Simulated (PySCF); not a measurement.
Match the calculated data to a structure.

All candidates are C6H9ClO.

* UV, strongest line: among the 8 lowest singlet transitions: S8 at 8.41 eV (147 nm, f = 0.027) [TDDFT CAM-B3LYP/def2-SVPD]
* Polarisability: 80.7 au [CAM-B3LYP/def2-SVPD]
* Dipole: 1.67 D [CAM-B3LYP/def2-SVPD]
* UV, first state: lowest singlet excitation: 7.32 eV (169 nm, f = 0.005) [TDDFT CAM-B3LYP/def2-SVPD]
* Triplet: lowest triplet excitation (Tamm–Dancoff): 6.71 eV [TDA CAM-B3LYP/def2-SVPD]
* Rotational structure: rotational constants A, B, C: 2.470, 1.531, 1.129 GHz [GFN2-xTB]

Electronic properties: PySCF, gas phase, density fitting. Levels stand in brackets. Geometry: GFN2-xTB, one conformer, isolated molecule.

Problem. Which candidate is it?
A. `Cl[C@@H]1CC[C@@H]1[C@H]1CO1`
B. `CC[C@@H]1C[C@H]1C(=O)Cl`
C. `C=C(C(=O)Cl)C(C)C`

Solution. A. It is `Cl[C@@H]1CC[C@@H]1[C@H]1CO1`. Numbering: `[Cl:1][C@@H:2]1[CH2:3][CH2:4][C@@H:5]1[C@H:6]1[CH2:7][O:8]1`. Its formula, C6H9ClO, gives 2 degrees of unsaturation: 2 rings and 0 π bonds in the structure found. The optimised geometry has point group C1 and is an asymmetric top.

The others, at the same levels:
- `CC[C@@H]1C[C@H]1C(=O)Cl` fails: its computed lowest singlet excitation is 5.26 eV (235 nm, f = 0.000) (against 7.32 eV), lowest triplet excitation (Tamm–Dancoff) is 4.80 eV (against 6.71 eV) and strongest line among the 8 lowest singlet transitions is S4 at 7.13 eV (174 nm, f = 0.204) (against S8 at 8.41 eV).
- `C=C(C(=O)Cl)C(C)C` fails: its computed lowest singlet excitation is 4.60 eV (270 nm, f = 0.000) (against 7.32 eV), lowest triplet excitation (Tamm–Dancoff) is 3.65 eV (against 6.71 eV) and strongest line among the 8 lowest singlet transitions is S2 at 5.64 eV (220 nm, f = 0.115) (against S8 at 8.41 eV).

Each candidate is one conformer, not necessarily the lowest. The conformers computed, where there is a choice (atom-mapped SMILES and torsion angles):
- `[Cl:1][C@@H:2]1[CH2:3][CH2:4][C@@H:5]1[C@H:6]1[CH2:7][O:8]1`: C4–C5–C6–C7 -35°
- `[CH3:1][CH2:2][C@@H:3]1[CH2:4][C@H:5]1[C:6](=[O:7])[Cl:8]`: C1–C2–C3–C4 151°, C4–C5–C6–O7 29°
- `[CH2:1]=[C:2]([C:3](=[O:4])[Cl:5])[CH:6]([CH3:7])[CH3:8]`: C1–C2–C3–O4 160°, C1–C2–C6–C7 108°
